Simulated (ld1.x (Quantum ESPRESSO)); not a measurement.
## Which change was made? (In, TM)

```
Element                 : In (Z = 49)
Generator               : ld1.x (Quantum ESPRESSO) 7.5
Type                    : norm-conserving Troullier–Martins (Kleinman–Bylander form)
Functional              : LDA (PZ)
Relativity              : scalar-relativistic
Frozen core             : [Kr]
Valence charge          : 13
Reference configuration : 4d10 5s2 5p0 (charge +1)
Partial waves           : 5s (bound): rc 1.90 bohr; 5p (bound, empty): rc 2.60 bohr; 4d (bound): rc 1.25 bohr; 4f channel at -0.15 Ry: rc 2.80 bohr
Local potential         : all-electron potential smoothed inside 1.90 bohr (lloc = -2)
Core correction         : none
```

Cutoffs, loose and tight: the cutoffs (Ry, on a coarse ladder) from which the occupation-weighted sum of valence levels, in a spherical-Bessel basis at the reference potential, stays within 10 and 1 mRy of its value at 400 Ry. They do not see the model core or the augmentation charge, which bear on the density cutoff. Test errors are all-electron minus pseudo excitation energies from the reference, over the configurations 4d10 5s2 5p1; 4d10 5s1 5p0; 4d10 5s0 5p0; 4d10 5s1 5p2; 4d9 5s2 5p2; 4d9 5s0 5p0; 4d10 5s0 5p3 (two spin-polarised tests are not counted in the largest error); variants that change the core or the reference have their own tests. The largest error is taken over the tests solved by every variant that gives reliable tests at all, those not shown here included: 4d10 5s0 5p0; 4d10 5s0 5p3; 4d10 5s1 5p0; 4d10 5s1 5p2; 4d10 5s2 5p1; 4d9 5s2 5p2.

The base gives: outcome: generated; cutoff, loose: 90 Ry; cutoff, tight: 140 Ry; bound ghosts: none; largest test error (meV): -195.

**Question.** After one change the result is: outcome: generated; cutoff, loose: 120 Ry; cutoff, tight: 180 Ry; bound ghosts: none; largest test error (meV): -195. Which change was it?
A. wave 4d (bound): rc 1.25 bohr becomes 4d (bound): rc 1.78 bohr
B. wave 4d (bound): rc 1.25 bohr becomes 4d (bound): rc 0.96 bohr
C. wave 4d (bound): rc 1.25 bohr becomes 4d (bound): rc 0.84 bohr

**Answer.** B. The others give: wave 4d (bound): rc 1.25 bohr becomes 4d (bound): rc 1.78 bohr → outcome: generated; cutoff, loose: 70 Ry; cutoff, tight: 110 Ry; bound ghosts: none; largest test error (meV): -171 | wave 4d (bound): rc 1.25 bohr becomes 4d (bound): rc 0.84 bohr → outcome: generated; cutoff, loose: 230 Ry; cutoff, tight: over 300 Ry; bound ghosts: none; largest test error (meV): -193.
